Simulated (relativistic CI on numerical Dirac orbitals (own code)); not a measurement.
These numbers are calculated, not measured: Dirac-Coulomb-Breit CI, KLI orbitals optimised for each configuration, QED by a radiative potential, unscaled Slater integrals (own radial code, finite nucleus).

The strongest absorption lines from the ground level of an ion, among the configurations computed and to levels below about 396 eV (vacuum wavelength in Å, gf): 67.368 (0.59), 69.979 (6), 70.652 (3.1), 71.011 (2), 78.369 (0.1), 89.655 (1.5), 90.987 (0.85), 93.444 (0.47).

**Question.** Which ion is it?
A. Gd29+
B. Pm26+
C. Yb35+
D. Ho32+

**Answer.** A. Gd29+ has 35 electrons and the ground level 4s²4p⁵ ²P°3/2; the strongest line goes to 4s²4p⁴4d ²D5/2. The pattern of lines fixes the number of electrons, and along that sequence the line energies rise steadily with the charge (about as its square where n changes within one kind of shell, about linearly where n is kept but much faster in heavy ions where fine structure, which grows about as Z⁴, sets the gap, and irregularly where shells cross), which fixes Z. Configurations outside the model, such as inner-shell arrays, can give stronger lines. At this charge energies of transitions that change n are usually good to better than 1 %, and those within a shell (Δn = 0) to a few per cent.

LS names give the leading component of a level, which can be under half, so a name can repeat, a term be missing and a line seem to break the LS rules.
